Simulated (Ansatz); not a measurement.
Reaction (cleavage of the Si–Si bond): `[SiH3][SiH]1NC[SiH2]1` + `BOCO` → `BOCO[SiH3]` + `C1N[SiH2][SiH2]1`

Computed with Ansatz on PBE0-D4/def2-TZVP structures; ΔE is electronic, products minus reactants. CCSD(T)/CBS is the MP2 limit (def2-TZVPP, def2-QZVPP) plus CCSD(T) − MP2 in def2-TZVPP, frozen cores. DFT in def2-TZVPP. B3LYP here is the variant with VWN-RPA as its local correlation; programs differ in this. One conformer a species, not always the lowest.

```csv
level,ΔE (kJ/mol),difference from CCSD(T)/CBS
PBE-D4,-53.3,26.2
r2SCAN-D4,-72.2,7.3
PBE0-D4,-60.7,18.8
B3LYP-D4,-78.5,1.0
ωB97X-V,-78.7,0.8
ωB97M-V,-82.8,-3.3
B3LYP,-80.2,-0.7
HF/def2-TZVPP,-104.0,-24.5
MP2/def2-TZVPP,-86.7,-7.2
SCS-MP2/def2-TZVPP,-91.5,-12.0
CCSD/def2-TZVPP,-83.2,-3.7
CCSD(T)/def2-TZVPP,-79.7,-0.2
HF/def2-QZVPP,-106.0,-26.5
MP2/def2-QZVPP,-87.2,-7.7
SCS-MP2/def2-QZVPP,-91.8,-12.3
CCSD/CBS(def2),-83.0,-3.5
CCSD(T)/CBS,-79.5,0
```

Largest T1 diagnostic among the species: 0.013.

From PBE to PBE0 (25 % exact exchange), in def2-TZVPP and without D4, ΔE moves by −7.5 kJ/mol. In def2-TZVPP, CCSD(T) changes the Hartree–Fock value by +24.3 kJ/mol (the triples alone add +3.5 kJ/mol) and MP2 by +17.3 kJ/mol.
